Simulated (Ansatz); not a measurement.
Isolated molecules relaxed with PBE0-D4/def2-TZVP in Ansatz; ΔE leaves out vibrations. CCSD(T)/CBS is the MP2 limit (def2-TZVPP, def2-QZVPP) plus CCSD(T) − MP2 in def2-TZVPP, frozen cores. This one scheme is used for every species. DFT in def2-TZVPP. Elements past krypton have def2 core potentials. For Br, Te outer-core shells are correlated without core-valence functions, which leaves a few kJ/mol of doubt a bond. Scalar relativity is left out up to krypton. One conformer a species, not always the lowest.

`CC(Br)[TeH]` + H₂O → `CC(O)Br` + H₂Te  (formal hydrolysis of a C–Te bond)

Problem. Is it downhill or uphill in electronic energy at CCSD(T)/CBS, and by how much? (Estimate.)

Solution. Computed: Uphill: ΔE = +31.9 kJ/mol.

Problem. What do these levels give: PBE-D4, BLYP-D4, r2SCAN0-D4, HF/def2-SVP, CCSD(T)/def2-SVP, HF/def2-TZVPP? (Estimate.)

Solution. Computed: PBE-D4 11.8, BLYP-D4 12.1, r2SCAN0-D4 7.6, HF/def2-SVP -26.5, CCSD(T)/def2-SVP -9.8, HF/def2-TZVPP -7.5 kJ/mol.

Problem. What do rigid-rotor, harmonic-oscillator terms from PBE0-D4/def2-TZVP frequencies (298.15 K, 1 bar) make of the CCSD(T)/CBS value? (Best estimate.)

Solution. The calculation gave: ΔZPE = -2.6 kJ/mol, ΔH = +26.6 kJ/mol, ΔS = 0 J/(mol·K), ΔG = +26.7 kJ/mol.

Largest T1 diagnostic among the species: 0.010.

The D4 term adds +10.9 kJ/mol with B3LYP and +5.7 kJ/mol with PBE0; it sums over pairs of atoms, weighted by their polarisabilities, and B3LYP, whose exchange is more repulsive, gets the larger term. Leaving LDA and LC-ωPBE aside and taking each functional with its dispersion term where it has one, the values, not all of them listed here, spread over 14.1 kJ/mol, from CAM-B3LYP-D4 to PBE-QIDH. LDA lies −6.8 kJ/mol from PBE without D4.

B3LYP here is the variant with VWN-RPA as its local correlation; programs differ in this.
